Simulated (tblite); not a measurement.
Computed with GFN2-xTB (tblite): harmonic, unscaled wavenumbers at the GFN2-xTB geometry, gas phase. This tight-binding method is rough: wavenumbers can miss measured ones by several per cent, in bad cases by 10 to 20. Modes of hydrogen on silicon and sulfur can be 10 to 20 % off. One conformer each. Open shells enter through the occupations alone, without spin polarisation, and single modes of such species can be off by tens of per cent. Thermal functions are those of the rigid rotor and harmonic oscillator, without mixing of conformers.

Problem. Order these by their heat capacity Cp at 298.15 K, highest first (cal/(mol K)).
A. `Cc1nc(Cl)nnc1C#N`
B. `O=S(=O)(F)F`
C. `CC(C)[C@@H](C)COC=O`
D. `C1[SiH2][C@H](OC(F)F)C=C1`
E. `[C]1(CC=C(S1)S)OC` [radical]

Solution. C (41.0), D (37.9), E (35.2), A (33.7), B (17.4).

```tsv
SMILES	atoms	mass (u)	symmetry number	modes under 300 cm⁻¹	ZPE (kcal/mol)	S translation (cal/(mol K))	S rotation	S vibration	S spin	S	Cp
CC(C)[C@@H](C)COC=O	23	130.10	1	8	125.8	40.5	29.3	31.8	0.0	101.6	41.0
FC(F)O[C@@H]1C=CC[SiH2]1	17	150.03	1	6	74.1	41.0	29.6	28.2	0.0	98.8	37.9
CO[C]1CC=C(S)S1	15	146.99	1	7	65.3	40.9	29.4	26.5	1.4	98.1	35.2
Cc1nc(Cl)nnc1C#N	13	154.00	1	6	48.7	41.0	29.9	26.7	0.0	97.7	33.7
O=S(=O)(F)F	5	101.96	2	1	8.4	39.8	24.1	6.0	0.0	69.9	17.4
```

Entropies and Cp are for 298.15 K and 1 bar.
